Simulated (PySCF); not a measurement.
## Kr (krypton, neutral) across methods

[Ar] 3d10 4s2 4p5 5s1, high-spin 3P determinant (an excited configuration). Computed with PySCF 2.14 in aug-cc-pV5Z-PP with ECP10MDF (8s7p6d4f3g2h, 136 functions), with scalar relativity through the core potential.

| method | E (hartree) | mean ε 4p α (eV) | mean ε 4p β (eV) | mean ε 5s α (eV) | Σ⟨r²⟩ (bohr²) | ⟨S²⟩ |
| --- | --- | --- | --- | --- | --- | --- |
| r2SCAN | -463.0760 | -14.619 | -13.554 | -2.129 | 56.83 | 2.004 |
| BHandHLYP | -463.0703 | -17.044 | -15.980 | -2.821 | 56.56 | 2.003 |
| B97-3 | -463.2527 | -15.720 | -14.707 | -2.450 | 56.85 | 2.003 |
| B3LYP | -463.2864 | -15.224 | -14.260 | -2.426 | 56.37 | 2.002 |
| UHF | -461.84931 | -19.657 | -18.277 | -3.516 | 57.52 | 2.008 |
| PBE0 | -463.1820 | -15.666 | -14.587 | -2.539 | 56.69 | 2.003 |
| PBE | -463.2103 | -14.001 | -13.001 | -2.081 | 56.56 | 2.002 |
| LDA | -462.5847 | -14.063 | -13.101 | -2.200 | 56.08 | 2.001 |

Energies and moments cover only the electrons outside the core potential. The outer electron is Rydberg-like, and this basis confines it to a smaller radius and binds it less than a complete one would.
